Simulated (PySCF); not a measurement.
Species: sum formula H2SiO3Br, charge -1, multiplicity 1. It need not be the lowest isomer of its formula. Whether it binds its extra electron was not tested at this geometry. SMILES: [O-][Si](O)(O)Br
Structure (B3LYP-D3(BJ)/def2-TZVP (Ansatz) minimum search):
```
Si
O 1 1.5408
O 1 1.6675 2 121.04
H 3 0.9605 1 110.70 2 51.59
O 1 1.6677 2 118.68 3 -125.11
H 5 0.9612 1 108.59 2 -22.64
Br 1 2.3881 2 110.50 5 -117.94
```
Charge -1, spin multiplicity 1.

Dispersion corrections to the total energy (kcal/mol) from the dftd3 and dftd4 libraries through PySCF: D3(BJ) without and D4 with the three-body term, each with the damping fitted for the functional named.

```json
[
 {"functional": "B2GP-PLYP", "D3(BJ)": "-3.59", "D4": "-2.04"},
 {"functional": "B2PLYP", "D3(BJ)": "-3.50", "D4": "-3.36"},
 {"functional": "r2SCAN", "D3(BJ)": "-1.02", "D4": "-1.10"},
 {"functional": "B3LYP", "D3(BJ)": "-7.01", "D4": "-7.89"},
 {"functional": "BHLYP", "D3(BJ)": "(withheld)", "D4": "-6.38"},
 {"functional": "PBE", "D3(BJ)": "(withheld)", "D4": "-4.82"},
 {"functional": "BLYP", "D3(BJ)": "-8.46", "D4": "(withheld)"}
]
```

Task: Complete the blanks.

Result: 
- BHLYP, D3(BJ): -5.90
- PBE, D3(BJ): -3.73
- BLYP, D4: -10.60
